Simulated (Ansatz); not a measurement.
Basis-set extrapolation for C$_{2}$H$_{8}$BN, SMILES `CBCN` (PBE0-D4/def2-TZVP geometry, frozen core, Ansatz). Multiplicity 1, RHF reference.

```tsv
	def2-TZVPP	def2-QZVPP
HF	-159.576519	-159.584595
MP2 correlation	-0.670439	-0.714475
CCSD(T) correlation	-0.742404	not run
```

Energies in hartree. Use E(X) = E(∞) + A·exp(−7.88·√X) for Hartree–Fock and E(X) = E(∞) + B·X^(−2.97) for correlation, with X = 3 and 4, and add CCSD(T) minus MP2 of the smaller set to the MP2 limit.

Task: What is the CCSD(T) energy at the basis-set limit?

Result: HF limit: -159.584595 + (-0.008076) × 0.13774 = -159.58571. MP2 limit: -0.714475 + (-0.044036) × 0.74074 = -0.74709. Higher-order term: -0.742404 − (-0.670439) = -0.07196. Total: -160.40476 hartree, 2.34 eV below CCSD(T)/def2-TZVPP.
